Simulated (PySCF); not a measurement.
C5H16BNOSi.
SMILES with atom numbers: `[CH3:1][N+:2]1([CH3:3])[CH2:4][CH2:5][CH2:6][B@H-:7]1[O:8][SiH3:9]` (hydrogens: H10, H11, H12 on C1; H13, H14, H15 on C3; H16, H17 on C4; H18, H19 on C5; H20, H21 on C6; H22 on B7; H23, H24, H25 on Si9)

The calculation used PBE0-D3(BJ)/def2-SVP geometry optimisation, gas phase in PySCF.

(1) List the bond lengths, angles and torsions at this level.

## Answers

(1) 
```json
{"bond": "C1–N2", "length (bohr)": "2.770"}
{"bond": "N2–C3", "length (bohr)": "2.773"}
{"bond": "N2–C4", "length (bohr)": "2.803"}
{"bond": "C4–C5", "length (bohr)": "2.885"}
{"bond": "C5–C6", "length (bohr)": "2.919"}
{"bond": "C6–B7", "length (bohr)": "3.082"}
{"bond": "B7–O8", "length (bohr)": "2.737"}
{"bond": "O8–Si9", "length (bohr)": "3.103"}
{"bond": "N2–B7", "length (bohr)": "3.188"}
{"bond": "C1–H10, C1–H11, C1–H12", "length (bohr)": "2.076"}
{"bond": "C3–H13, C3–H14, C3–H15", "length (bohr)": "2.075"}
{"bond": "C4–H16", "length (bohr)": "2.085"}
{"bond": "C4–H17", "length (bohr)": "2.077"}
{"bond": "C5–H18", "length (bohr)": "2.080"}
{"bond": "C5–H19", "length (bohr)": "2.083"}
{"bond": "C6–H20", "length (bohr)": "2.081"}
{"bond": "C6–H21", "length (bohr)": "2.084"}
{"bond": "B7–H22", "length (bohr)": "2.325"}
{"bond": "Si9–H23, Si9–H24", "length (bohr)": "2.827"}
{"bond": "Si9–H25", "length (bohr)": "2.843"}
```

Bonds in one row agree within 0.02 bohr and their mean is given. A selection of angles:
```json
{"angle": "N2–C1–H10", "degrees": "110.6"}
{"angle": "N2–C1–H11", "degrees": "108.7"}
{"angle": "H10–C1–H11", "degrees": "110.7"}
{"angle": "H10–C1–H12", "degrees": "109.6"}
{"angle": "H11–C1–H12", "degrees": "108.3"}
{"angle": "C1–N2–C3", "degrees": "110.0"}
{"angle": "C1–N2–C4", "degrees": "112.0"}
{"angle": "C1–N2–B7", "degrees": "112.6"}
{"angle": "C3–N2–C4", "degrees": "111.2"}
{"angle": "C3–N2–B7", "degrees": "109.4"}
{"angle": "C4–N2–B7", "degrees": "101.3"}
{"angle": "N2–C3–H13", "degrees": "110.0"}
{"angle": "H13–C3–H14", "degrees": "109.4"}
{"angle": "H13–C3–H15", "degrees": "108.2"}
{"angle": "N2–C4–C5", "degrees": "106.9"}
{"angle": "N2–C4–H16", "degrees": "110.4"}
{"angle": "N2–C4–H17", "degrees": "106.1"}
{"angle": "C5–C4–H16", "degrees": "114.6"}
{"angle": "C5–C4–H17", "degrees": "110.4"}
{"angle": "H16–C4–H17", "degrees": "108.2"}
{"angle": "C4–C5–C6", "degrees": "106.7"}
{"angle": "C4–C5–H18", "degrees": "109.2"}
{"angle": "C4–C5–H19", "degrees": "110.2"}
{"angle": "C6–C5–H18", "degrees": "113.2"}
{"angle": "C6–C5–H19", "degrees": "111.7"}
{"angle": "H18–C5–H19", "degrees": "105.7"}
{"angle": "C5–C6–B7", "degrees": "106.6"}
{"angle": "C5–C6–H20", "degrees": "110.7"}
{"angle": "C5–C6–H21", "degrees": "111.1"}
{"angle": "B7–C6–H20", "degrees": "112.7"}
{"angle": "B7–C6–H21", "degrees": "110.7"}
{"angle": "H20–C6–H21", "degrees": "105.1"}
{"angle": "C6–B7–O8", "degrees": "114.9"}
{"angle": "C6–B7–H22", "degrees": "117.9"}
{"angle": "O8–B7–H22", "degrees": "112.8"}
{"angle": "N2–B7–C6", "degrees": "98.9"}
{"angle": "N2–B7–O8", "degrees": "104.3"}
{"angle": "N2–B7–H22", "degrees": "105.3"}
{"angle": "B7–O8–Si9", "degrees": "132.4"}
{"angle": "O8–Si9–H23", "degrees": "108.1"}
{"angle": "O8–Si9–H24", "degrees": "113.1"}
{"angle": "O8–Si9–H25", "degrees": "111.9"}
{"angle": "H23–Si9–H24", "degrees": "108.6"}
{"angle": "H23–Si9–H25", "degrees": "107.5"}
```

Dihedral angles: C1–N2–C4–C5 164° (antiperiplanar); N2–C4–C5–C6 -31° (synclinal); C4–C5–C6–B7 2° (synperiplanar); C5–C6–B7–O8 -88° (synclinal); C6–B7–O8–Si9 -21° (synperiplanar); C1–N2–B7–C6 -159° (antiperiplanar).

The 5-membered ring N2–C4–C5–C6–B7 has internal angles of 98.9° to 106.9°; it is puckered, 0.20 Å rms from its mean plane, widest ring torsion 44°. Si9 (oxygen-bound silicon) is distorted tetrahedral (angles from 107.4° to 113.1°). O8 (boron-bound oxygen) is bent (angle 132.4°). N2 (nitrogen bonded to B and 3 C) is distorted tetrahedral (angles from 101.3° to 112.6°). B7 (four-coordinate boron) is distorted tetrahedral (angles from 98.9° to 117.9°). Of the pairs four or more bonds apart, O8···H11 is among the closest relative to their van der Waals radii: 2.33 Å, 86 % of the sum of Bondi's values.

Point group: C1 (no symmetry element, even within 0.4 Å). Whether it is a minimum is left open (no frequencies). The numbers are those of one conformer.

Time: 10 min wall; peak memory 0.94 GiB. Hardware: Intel Xeon at 2.70 GHz, one thread (shared host). That covers the optimisation of the geometry.
